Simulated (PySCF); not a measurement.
**UHF on Al(2+) (aluminium, charge +2)**

Configuration: [Ne] 3s1, 2S determinant. Computed with PySCF 2.14 in cc-pV(D+d)Z (4s3p2d, 23 functions), with the non-relativistic Hamiltonian (point nucleus).

```
Total energy                                     : -241.023612 hartree
One-electron energy                              : -327.2695 hartree
Hartree (Coulomb) energy                         : 103.9261 hartree
Exchange energy                                  : -17.6803 hartree
Kinetic energy                                   : 240.82669 hartree
⟨S²⟩                                             : 0.7500
⟨L²⟩                                             : 0.000
Sum of ⟨r⟩                                       : 7.335 bohr
Sum of ⟨r²⟩                                      : 9.460 bohr²
Density at the nucleus (Gaussians lack the cusp) : 1360 bohr⁻³
Spin density at the nucleus                      : 3.17 bohr⁻³
Langevin diamagnetic susceptibility              : -7.49 ×10⁻⁶ cm³/mol
Time after the integrals                         : 0.04 s of wall time on 1 thread of Neoverse-V2 (shared host)
```

```json
{"shell": "1s α", "electrons": "1", "mean orbital energy (hartree)": "-59.29094", "rms radius, mean of both spins (bohr)": "0.139"}
{"shell": "1s β", "electrons": "1", "mean orbital energy (hartree)": "-59.28067", "rms radius, mean of both spins (bohr)": "0.139"}
{"shell": "2s α", "electrons": "1", "mean orbital energy (hartree)": "-5.67454", "rms radius, mean of both spins (bohr)": "0.677"}
{"shell": "2s β", "electrons": "1", "mean orbital energy (hartree)": "-5.65095", "rms radius, mean of both spins (bohr)": "0.677"}
{"shell": "2p α", "electrons": "3", "mean orbital energy (hartree)": "-3.97955", "rms radius, mean of both spins (bohr)": "0.672"}
{"shell": "2p β", "electrons": "3", "mean orbital energy (hartree)": "-3.97071", "rms radius, mean of both spins (bohr)": "0.672"}
{"shell": "3s α", "electrons": "1", "mean orbital energy (hartree)": "-1.02985", "rms radius, mean of both spins (bohr)": "2.41"}
```
